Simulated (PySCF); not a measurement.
Ga2 (SMILES [Ga][Ga]), triplet, geometry from GFN2-xTB (such geometries of metal compounds can be far from the true shape). Base run: DF-PBE/def2-TZVP in PySCF.

Input for PySCF:
```python
from pyscf import gto, scf, dft

mol = gto.M(
    atom='''
Ga   -0.00000000   -0.00000000   -1.36141857
Ga    0.00000000    0.00000000    1.36141857
''',
    basis='def2-tzvp',
    spin=2,
    verbose=4,
)

mf = dft.UKS(mol)
mf.xc = 'pbe'
mf = mf.density_fit(auxbasis='def2-universal-jkfit')
mf.kernel()
mf.analyze()
```

The base run was repeated with changes; each row names its change, and settings that it needs were set with it.

| change | basis functions | E (Eh) | HOMO (eV) |
|---|---|---|---|
| base | 96 | -3849.08897 | -3.67 |
| basis = ANO-RCC-VDZP; relativity = none (without mf = mf.density_fit(auxbasis='def2-universal-jkfit')) | 54 | -3827.03496 | -3.68 |
| basis = x2c-SVPall; relativity = none (without mf = mf.density_fit(auxbasis='def2-universal-jkfit')) | 64 | -3834.51220 | -3.77 |
| basis = x2c-SVPall; relativity = spin-free X2C; nucleus = Gaussian (with nucmod='G'; without mf = mf.density_fit(auxbasis='def2-universal-jkfit')) | 64 | -3886.47732 | -3.62 |
| basis = cc-pVDZ-DK; relativity = none (without mf = mf.density_fit(auxbasis='def2-universal-jkfit')) | 54 | -3829.25300 | -3.70 |
| basis = cc-pVDZ-DK; relativity = spin-free X2C (without mf = mf.density_fit(auxbasis='def2-universal-jkfit')) | 54 | -3887.00973 | -3.62 |
| basis = x2c-SVPall; relativity = spin-free X2C (without mf = mf.density_fit(auxbasis='def2-universal-jkfit')) | 64 | -3886.49454 | -3.62 |
| basis = ANO-RCC-VDZP; relativity = spin-free X2C (without mf = mf.density_fit(auxbasis='def2-universal-jkfit')) | 54 | -3887.16998 | -3.52 |
| basis = ANO-RCC-VDZP; relativity = spin-free X2C; nucleus = Gaussian (with nucmod='G'; without mf = mf.density_fit(auxbasis='def2-universal-jkfit')) | 54 | -3887.14795 | -3.52 |
| basis = cc-pVDZ-DK; relativity = spin-free X2C; nucleus = Gaussian (with nucmod='G'; without mf = mf.density_fit(auxbasis='def2-universal-jkfit')) | 54 | -3886.99043 | -3.62 |

Total energies compare only within one method and basis.

Open shells are given as the SCF converged; they aren't shown to be the lowest states, and a large step between rows can be another state.

Basis sets contracted for a relativistic Hamiltonian are a mismatch without it, so the rows without relativity aren't non-relativistic limits. No row has spin-orbit coupling; sets with core potentials leave out the core electrons.
